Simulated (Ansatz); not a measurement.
`NC(F)([SiH3])[SiH3]` → `FCN[SiH2][SiH3]`  (isomerisation)

Gas-phase electronic energies from Ansatz, PBE0-D4/def2-TZVP geometries. CCSD(T)/CBS is the MP2 limit (def2-TZVPP, def2-QZVPP) plus CCSD(T) − MP2 in def2-TZVPP, frozen cores. Functionals use def2-TZVPP. Each species was taken in one conformer, which may not be the lowest.

`NC(F)([SiH3])[SiH3]`:

Z-matrix (Å, degrees):
```
C
F 1 1.447
Si 1 1.905 2 105.3
N 1 1.404 2 112.1 3 -119.7
Si 1 1.905 2 105.3 3 120.5
H 3 1.485 1 109.7 2 169.1
H 3 1.483 1 109.8 2 48.4
H 3 1.488 1 107.6 2 -71.6
H 4 1.012 1 114.6 2 64.5
H 4 1.012 1 114.6 2 -64.5
H 5 1.485 1 109.7 2 -169.1
H 5 1.488 1 107.6 2 71.6
H 5 1.483 1 109.8 2 -48.3
```

`FCN[SiH2][SiH3]`:

Cartesian coordinates in Å:
```
F 1.154 -1.390 1.241
C 1.024 -1.680 -0.128
N -0.185 -1.215 -0.668
Si -0.486 0.479 -0.948
Si -0.564 1.790 0.997
H 1.107 -2.766 -0.213
H 1.872 -1.197 -0.619
H -0.979 -1.790 -0.431
H -1.786 0.554 -1.666
H 0.606 0.973 -1.833
H -0.983 3.180 0.661
H 0.770 1.841 1.651
H -1.551 1.221 1.956
```

| level | ΔE (kcal/mol) |
| --- | --- |
| PBE-D4 | -19.6 |
| r2SCAN-D4 | -20.0 |
| CCSD(T)/def2-TZVPP | -20.5 |
| MP2/def2-QZVPP | -19.7 |

What does CCSD(T)/CBS give? (Estimate.)

The calculation gave: -20.0 kcal/mol. The listed levels differ from it by 0.4, 0.0, -0.5, 0.3 kcal/mol.

Largest T1 diagnostic among the species: 0.013.

The D4 term adds +1.1 kcal/mol with B3LYP and +0.5 kcal/mol with PBE0; it sums over pairs of atoms, weighted by their polarisabilities, and B3LYP, whose exchange is more repulsive, gets the larger term. From PBE to PBE0 (25 % exact exchange), in def2-TZVPP and without D4, ΔE moves by −1.4 kcal/mol. In def2-TZVPP, CCSD(T) changes the Hartree–Fock value by +3.6 kcal/mol (the triples alone add +0.8 kcal/mol) and MP2 by +4.2 kcal/mol.

B3LYP here is the variant with VWN-RPA as its local correlation; programs differ in this.
